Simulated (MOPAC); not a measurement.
MOPAC input (PM6):

```
PM6 PRECISE GNORM=0.05 LET XYZ GEO-OK AUX(PRECISION=9) THREADS=1
FO2Ta

Ta    0.03976500 1   -0.05345300 1   -0.14586400 1
O    -1.37772200 1   -0.95935200 1    0.30020100 1
O    -0.46897200 1    1.59327100 1   -0.38748900 1
F     1.31896400 1   -0.12991900 1    1.26070800 1
```

From the output:

```
                                                       MOPAC v23.2.5 Linux

          FINAL HEAT OF FORMATION =       -243.39202 KCAL/MOL =   -1018.35221 KJ/MOL

          COSMO AREA              =         98.83 SQUARE ANGSTROMS
          COSMO VOLUME            =         87.28 CUBIC ANGSTROMS

          GRADIENT NORM           =          0.01654          =       0.00827 PER ATOM
          IONIZATION POTENTIAL    =          9.245583 EV
          HOMO LUMO ENERGIES (EV) =         -9.246  1.265
          NO. OF FILLED LEVELS    =         12
          MOLECULAR WEIGHT        =        231.9451         POINT GROUP:  Cs

          MOLECULAR DIMENSIONS (Angstroms)

            Atom       Atom       Distance
            F     4    O     3     2.65217
            O     3    O     2     2.24146
           Ta     1    O     3     0.85723

          SCF CALCULATIONS        =         16

   ATOM   CHEMICAL          X               Y               Z
  NUMBER   SYMBOL      (ANGSTROMS)     (ANGSTROMS)     (ANGSTROMS)

     1      Ta          0.05725478  *  -0.09029081  *  -0.25949791  *
     2       O         -1.26155555  *  -0.83323085  *   0.44108430  *
     3       O         -0.42970394  *   1.50340081  *  -0.18841385  *
     4       F          1.12234795  *  -0.04949860  *   1.29942572  *

                             CARTESIAN COORDINATES

   1   Ta        0.057254779    -0.090290812    -0.259497907
   2    O       -1.261555554    -0.833230850     0.441084299
   3    O       -0.429703939     1.503400808    -0.188413848
   4    F        1.122347947    -0.049498601     1.299425719

           Empirical Formula: O2 Ta F  =     4 atoms

      MOLECULAR POINT GROUP   :   Cs

                  EIGENVALUES
 -36.64708 -27.75274 -24.43998 -15.10364 -14.88474 -14.25829 -13.91316 -11.79069
 -10.99559 -10.71916  -9.66992  -9.24558   1.26476   3.58949   4.36933   4.45569
   5.72502   6.53061  45.67858  45.76548  45.85156

              NET ATOMIC CHARGES AND DIPOLE CONTRIBUTIONS

  ATOM NO.   TYPE          CHARGE      No. of ELECS.   s-Pop       p-Pop       d-Pop
    1         Ta           1.117255        3.8827     0.84069     0.01265     3.02941
    2          O          -0.334878        6.3349     1.76229     4.57259
    3          O          -0.334878        6.3349     1.76229     4.57259
    4          F          -0.447499        7.4475     1.94364     5.50386
 DIPOLE           X         Y         Z       TOTAL
 POINT-CHG.     0.615    -1.456    -4.592     4.856
 HYBRID         0.334    -0.204    -0.316     0.503
 SUM            0.949    -1.660    -4.908     5.267

          ATOMIC ORBITAL ELECTRON POPULATIONS

     Atom    s        px        py        pz      x^2-y^2     xz        z^2       yz        xy
    1 Ta   0.84069   0.00385   0.00705   0.00175   0.62452   0.55083   0.53837   0.67935   0.63633
    2  O   1.76229   1.53595   1.56804   1.46859
    3  O   1.76229   1.60202   1.50078   1.46979
    4  F   1.94364   1.80732   1.89396   1.80259

 **********************
 *                    *
 * JOB ENDED NORMALLY *
 *                    *
 **********************

 == MOPAC DONE ==
```

The geometry given is a B3LYP-D3(BJ)/def2-TZVP minimum.
